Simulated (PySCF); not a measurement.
Input of a run (PBE0-D3(BJ)/def2-SVP geometry optimisation, gas phase (PySCF 2.14.0)), started from GFN2-xTB:
```
{"job": {"xc": "PBE0", "basis": "def2-SVP", "d3": "d3bj", "grid": 1, "shake": 0.01, "kind": "geom"}, "charge": 0, "multiplicity": 1}
C      2.798580    -0.549730     0.014400
C      1.457450    -0.243460     0.008600
C      0.498050    -1.319120    -0.251870
C     -0.787630    -1.315380    -0.302060
C     -1.741930    -0.220660    -0.124670
C     -3.112580    -0.554150    -0.242800
N     -4.203650    -0.849410    -0.345010
C     -1.447210     1.090640     0.153510
C     -0.173310     1.685930     0.347430
Cl    -0.254280     3.389160     0.676420
C      1.047200     1.127550     0.274590
H      3.528720     0.230950     0.197510
H      3.111580    -1.510280    -0.180530
H      0.988030    -2.267240    -0.407130
H     -1.315870    -2.271550    -0.506950
H     -2.301660     1.776120     0.269700
H      1.892000     1.812470     0.429040
```

Output (energies in Eh, forces in Eh/bohr):
```
step   0  E = -860.38483143  max force = 0.092423
step   1  E = -860.39535271  max force = 0.020585
step   2  E = -860.39599505  max force = 0.004541
step   3  E = -860.39605280  max force = 0.003037
step   4  E = -860.39614102  max force = 0.000970
step   5  E = -860.39614275  max force = 0.000893
step   6  E = -860.39615826  max force = 0.000236
step   7  E = -860.39616708  max force = 0.000387
optimisation converged
```

Summarise the run.

The energy falls by 7.1 kcal/mol over 8 energy and gradient evaluations, the largest force component goes from 0.0924 to 3.9e-04 Eh/bohr, and the atoms move by 0.072 Å rms after alignment. Among the bonds, C3–C4 and C1–H13 change most and about equally (+0.062 to +0.063 Å). Bonds longer at the end by more than 0.005 Å: 9 of 17; shorter: 6. Among the angles that change most is C5–C4–H15, from 110.9° to 114.2°. The energy never rose by more than 1e-6 Eh on the way. The first step brought 93 % of the lowering.

What are the final bond lengths?

C1=C2 1.355 Å, C2–C3 1.463 Å, C3–C4 1.349 Å, C4–C5 1.457 Å, C5–C6 1.435 Å, C6≡N7 1.160 Å, C5–C8 1.362 Å, C8–C9 1.445 Å, C9–Cl10 1.745 Å, C9–C11 1.355 Å, C2–C11 1.459 Å, C1–H12 1.092 Å, C1–H13 1.092 Å, C3–H14 1.094 Å, C4–H15 1.093 Å, C8–H16 1.092 Å, C11–H17 1.093 Å. Numbering counts from 1 in the input's order; the species is `C=C1C=CC(C#N)=CC(Cl)=C1`.

The run used 188 basis functions and 58 SCF cycles in all.

Not checked by PBE0-D3(BJ)/def2-SVP frequencies.
